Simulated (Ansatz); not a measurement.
Geometry optimisation, DFT r2SCAN-D3(BJ), scalar-relativistic, plane waves, PAW in Ansatz.

The input (input.yaml):

```yaml
accuracy: low
crystal:
  lattice:
    - [5.656653, 0.0, 0.0]
    - [0.0, 5.656653, 0.0]
    - [0.0, 0.0, 5.656653]
  atoms:
    - { symbol: O, position: [0.3896018, 0.0373684, 0.9327529] }
    - { symbol: H, position: [0.2853572, 0.1682322, 0.8963386] }
    - { symbol: H, position: [0.3567113, 0.002723, 1.0971798] }
    - { symbol: O, position: [0.2165192, 0.589835, 0.039665] }
    - { symbol: H, position: [0.3097879, 0.6965417, -0.0564229] }
    - { symbol: H, position: [0.0763228, 0.6803773, 0.0779447] }
    - { symbol: O, position: [0.326495, 0.4671919, 0.5907747] }
    - { symbol: H, position: [0.2027742, 0.3711629, 0.5215659] }
    - { symbol: H, position: [0.2719121, 0.627864, 0.5678954] }
    - { symbol: O, position: [0.68807, 0.946236, 0.5432456] }
    - { symbol: H, position: [0.6721797, 1.089531, 0.4508751] }
    - { symbol: H, position: [0.6522645, 0.8210727, 0.4320233] }
    - { symbol: O, position: [0.7430399, 0.4056428, 1.0048714] }
    - { symbol: C, position: [0.7230258, 0.4490095, 0.7945303] }
    - { symbol: H, position: [0.7851194, 0.616827, 0.7167086] }
    - { symbol: H, position: [0.6416563, 0.3229587, 0.6697714] }
basis:
  ecutwfc: 500.0
kpoints:
  mp_grid: { grid: [1, 1, 1] }
hamiltonian:
  xc: r2scan
  dispersion: d3bj
scf:
  occupations: { method: fermi_dirac, width: 0.05 }
  lower_state_search: "off"
relax:
  f_tol: 0.3
  max_steps: 15
  adjacent_minimum: "off"
```

Run as:

```bash
$ ansatz run input.yaml --threads 1 --pin off --max-ram 3072MiB --backend cpu --events-out ev --progress --plain --runs-dir out
```

Where does it end, and by what steps?

It converged. The threshold is loose, so the end isn't yet a minimum. Limits of this set-up: coarse k mesh, low accuracy level. After 14 steps the energy has fallen by 2.394 eV; H11 moved furthest, 1.65 Å.

```tsv
step	energy less start (eV)	largest force component (eV/Å)	accepted
0	0.0000	0.955	yes
1	-0.2555	2.059	yes
2	-0.7014	1.976	yes
3	-0.9937	2.760	yes
4	-1.2188	1.577	yes
5	-1.3670	1.536	yes
6	-1.5391	1.194	yes
7	-1.6337	0.999	yes
8	-1.7580	0.502	yes
9	-1.8076	0.975	yes
10	-1.9462	0.787	yes
11	-2.0876	0.765	yes
12	-2.2644	0.516	yes
13	-2.3633	0.373	yes
14	-2.3942	0.184	yes
```

```xyz
16
Lattice="5.6567 0.0000 0.0000 0.0000 5.6567 0.0000 0.0000 0.0000 5.6567" Properties=species:S:1:pos:R:3
O 1.785 -0.439 5.537
H 1.611 0.449 5.204
H 2.562 -0.356 6.145
O 0.197 3.661 1.467
H 0.737 4.227 0.877
H -0.216 2.999 0.886
O 1.666 2.933 3.861
H 1.290 3.142 2.988
H 1.737 3.788 4.320
O 3.815 5.527 1.532
H 4.223 6.187 0.951
H 4.486 4.818 1.613
O 4.485 1.895 5.318
C 4.407 2.501 4.265
H 4.466 3.606 4.224
H 4.273 1.972 3.304
```

Whether the end is a true minimum wasn't checked by a vibrational analysis.

The run took 2.3 min on 1 thread of Intel(R) Xeon(R) Platinum 8259CL CPU @ 2.50GHz (Skylake/Cascade Lake), on a shared host, peak memory 0.64 GiB.
